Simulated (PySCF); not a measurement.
A small calculation by hand: oscillator strength and radiative lifetime

Al(H)(Cl)(OEt) (C₂H₆AlClO), SMILES CC[O][AlH][Cl].

Geometry optimised at ωB97X-D3(BJ)/def2-SVP. The structure was generated by enumeration; whether it is a known compound was not checked. Other conformers were not sampled.

PySCF with TDA-ωB97X/def2-SVPD puts the first singlet state with f over 0.02 at 7.27 eV (vertical), with the transition dipole (0.246, -0.337, 0.019) in atomic units.

Q: Find the oscillator strength, the wavelength and the radiative lifetime that this transition would have in vacuum if emission retraced absorption.

A: 
|μ|² = 0.1744 au, so |μ| = 1.06 D. ΔE = 7.27/27.211 = 0.2672 hartree. f = (2/3) ΔE |μ|² = 0.031 (the program prints 0.031).
λ = 1239.84/7.27 = 171 nm; ν = 58636 cm⁻¹.
Einstein's coefficient A = 0.6670 ν² f s⁻¹ (ν in cm⁻¹) = 7.1e7 s⁻¹, so τ = 1/A = 14 ns. This state is S2; the lower singlet has f = 0.001. The figure is the radiative limit of this one transition; relaxation, internal conversion, crossing to triplets and a medium change what is measured.
